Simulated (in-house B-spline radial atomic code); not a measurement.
Relativistic effects in the ruthenium ion Ru²³⁺, [Ar] 3d3: non-relativistic Hartree-Fock (point nucleus) against Dirac-Hartree-Fock (Fermi nucleus of rms radius 4.4809 fm), both averages of the configuration, computed with a B-spline radial code for spherical atoms.

```
orbital  ε NR (Eh)  ε Dirac (Eh)  <r> NR (bohr)  <r> Dirac (bohr)  change of <r> (%)
  1s1/2    -829.47       -851.74        0.03463           0.03343               -3.5
  2s1/2    -148.43       -153.91         0.1495            0.1441               -3.6
  2p1/2    -139.69             ?         0.1281                 ?                  ?
  2p3/2    -139.69       -139.66         0.1281            0.1273               -0.6
  3s1/2    -49.601       -50.953         0.3831             0.373               -2.6
  3p1/2    -46.075       -47.235         0.3718            0.3618               -2.7
  3p3/2    -46.075             ?         0.3718                 ?                  ?
  3d3/2    -40.966       -41.015         0.3325            0.3306               -0.5
  3d5/2    -40.966       -40.804         0.3325             0.333               +0.2
```

**Question.** What happens to 2p1/2?

**Answer.** Its energy goes to -144.54 hartree and <r> to 0.1227 bohr (-4.19 %).

**Question.** What happens to 3p3/2?

**Answer.** Its energy goes to -46.212 hartree and <r> to 0.3697 bohr (-0.58 %).

**Question.** What explains the pattern of contraction and expansion?

**Answer.** Expansion is seen in 3d5/2. The s and p1/2 orbitals contract directly, screen the nucleus better, and so push out orbitals that have little density near the nucleus; spin-orbit coupling adds to this for j = l + 1/2 and opposes it for j = l - 1/2.

**Question.** By how much does the total energy change?

**Answer.** By -87.676 hartree, from -4128.031 to -4215.707.
